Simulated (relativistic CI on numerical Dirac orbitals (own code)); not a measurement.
## One change at a time: Sn XLII

Base calculation: Dirac-Coulomb-Breit CI, separate exchange-only KLI orbitals for each configuration, a model potential for QED, unscaled Slater integrals.

CI space (outside the closed core 1s2): 2s2 2p5, 2s 2p6, 2p6 3s, 2p6 3p, 2p6 3d, 2s2 2p4 3s, 2s2 2p4 3p, 2s2 2p4 3d, 2s 2p5 3s, 2s 2p5 3p, 2s 2p5 3d, 2s2 2p4 4s, 2s2 2p4 4p, 2s2 2p4 4d, 2s2 2p4 4f, 2s 2p5 4s. Levels of other configurations are missing.

Variants: (1) non-relativistic limit. Shifts of the energy above 2s2 2p5 2P°_3/2, in eV, for the lowest level and the first level of each name with at least 55 % of one term (blank where a level changes its place among those of its configuration and J or its character, or is not in the variant):

```tsv
Level	Base	Δ(1)
2s2 2p5 2P°_3/2	0.00	0.00
2s2 2p5 2P°_1/2	238.13	-238.13
2s 2p6 2S_1/2	514.44	-263.33
2s2 2p4 3s 4P_5/2	3645.55	+63.43
2s2 2p4 3s 2P_3/2	3652.51	
2s2 2p4 3s 2S_1/2	3681.85	
2s2 2p4 3p 2P°_1/2	3755.96	
2s2 2p4 3p 4D°_7/2	3787.35	-6.38
2s2 2p4 3s 4P_3/2	3881.31	
2s2 2p4 3s 2P_1/2	3886.88	-166.63
2s2 2p4 3d 4F_9/2	3893.97	-22.56
2s2 2p4 3s 2D_5/2	3897.34	-158.10
2s2 2p4 3s 2D_3/2	3900.95	-161.71
2s2 2p4 3p 2F°_5/2	3974.18	
2s2 2p4 3p 2F°_7/2	4038.04	-231.16
2s2 2p4 3d 4D_1/2	4108.48	
2s2 2p4 3d 4F_5/2	4121.69	
2s 2p5 3s 4P°_5/2	4122.12	-191.91
2s2 2p4 3d 2G_7/2	4129.98	-234.94
2s 2p5 3s 2P°_3/2	4136.47	
2s2 2p4 3d 2G_9/2	4144.27	-249.23
2s 2p5 3s 2P°_1/2	4175.60
```

At this charge energies of transitions that change n are usually good to better than 1 %, and those within a shell (Δn = 0) to a few per cent.

Ionisation energy from the two ground configurations alone: base 6622.84 eV. The NIST ASD value (semi-empirical) is 6631 eV.

LS names give the leading component of a level, which can be under half, so a name can repeat, a term be missing and a line seem to break the LS rules.
